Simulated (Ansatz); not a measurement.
Program: Ansatz. Geometries: PBE0-D4/def2-TZVP. ΔE: electronic, gas phase. CBS: MP2 limit from def2 TZ/QZ plus the TZ coupled-cluster correction, frozen cores. This one scheme is used for every species. Functionals use def2-TZVPP. B3LYP here is the variant with VWN-RPA as its local correlation; programs differ in this. Each species was taken in one conformer, which may not be the lowest.

Reaction (redistribution): orthosilicic acid + `C[SiH](O)N[SiH2]O` → `O[SiH2]N[Si](O)(O)O` + `C[SiH](O)O`

`O[Si](O)(O)O`:

```xyz
9

O    -1.622    0.046    0.166
Si    0.000    0.000    0.000
O     0.615    0.814    1.272
O     0.598    0.716   -1.338
O     0.408   -1.576   -0.100
H    -1.995    0.855    0.517
H     1.518    1.125    1.187
H     0.571    0.204   -2.147
H    -0.094   -2.184    0.443
```

`C[SiH](O)N[SiH2]O`:

Cartesian coordinates in Å:
```
C -0.197 -2.450 0.721
Si -0.528 -0.667 0.341
O -0.891 0.062 1.773
N 0.832 0.069 -0.443
Si 0.734 1.609 -1.178
O -0.186 2.557 -0.173
H -1.049 -2.893 1.240
H 0.677 -2.552 1.369
H -0.018 -3.017 -0.195
H -1.655 -0.487 -0.615
H -0.914 1.022 1.721
H 1.751 -0.220 -0.139
H 2.111 2.143 -1.338
H 0.048 1.584 -2.497
H -0.715 3.241 -0.587
```

`O[SiH2]N[Si](O)(O)O`:

Cartesian coordinates in Å:
```
O 0.564 -2.493 0.511
Si -0.133 -1.325 1.433
N 0.296 0.276 0.928
Si -0.047 0.927 -0.605
O -0.514 -0.413 -1.438
O -1.260 2.016 -0.695
O 1.242 1.715 -1.238
H 0.321 -2.439 -0.418
H -1.609 -1.474 1.392
H 0.388 -1.509 2.808
H 0.856 0.820 1.565
H -1.179 -0.275 -2.114
H -1.008 2.915 -0.909
H 2.084 1.257 -1.219
```

`C[SiH](O)O`:

Cartesian coordinates in Å:
```
C -0.961 -0.188 -0.939
Si 0.476 0.309 0.120
O -0.189 0.842 1.529
O 1.543 -0.921 0.363
H -1.561 -0.958 -0.448
H -1.611 0.669 -1.129
H -0.618 -0.579 -1.899
H 1.314 1.365 -0.499
H 0.407 1.204 2.186
H 1.200 -1.743 0.716
```

| level | ΔE (kJ/mol) | difference from CCSD(T)/CBS |
| --- | --- | --- |
| r2SCAN-D4 | -1.9 | 0.7 |
| B3LYP-D4 | -3.1 | -0.5 |
| ωB97X-V | -3.1 | -0.5 |
| ωB97M-V | -3.3 | -0.7 |
| B2PLYP | -2.7 | -0.1 |
| PBE | -2.6 | 0.0 |
| r2SCAN | -1.8 | 0.8 |
| PBE0 | -1.9 | 0.7 |
| B3LYP | -2.8 | -0.2 |
| MP2/def2-TZVPP | -2.2 | 0.4 |
| CCSD/def2-TZVPP | -1.6 | 1.0 |
| CCSD(T)/def2-TZVPP | -1.9 | 0.7 |
| HF/def2-QZVPP | -0.9 | 1.7 |
| MP2/def2-QZVPP | -2.6 | 0.0 |
| MP2/CBS(def2) | -2.9 | -0.3 |
| CCSD/CBS(def2) | -2.3 | 0.3 |
| CCSD(T)/CBS | -2.6 | 0 |

Largest T1 diagnostic among the species: 0.011.
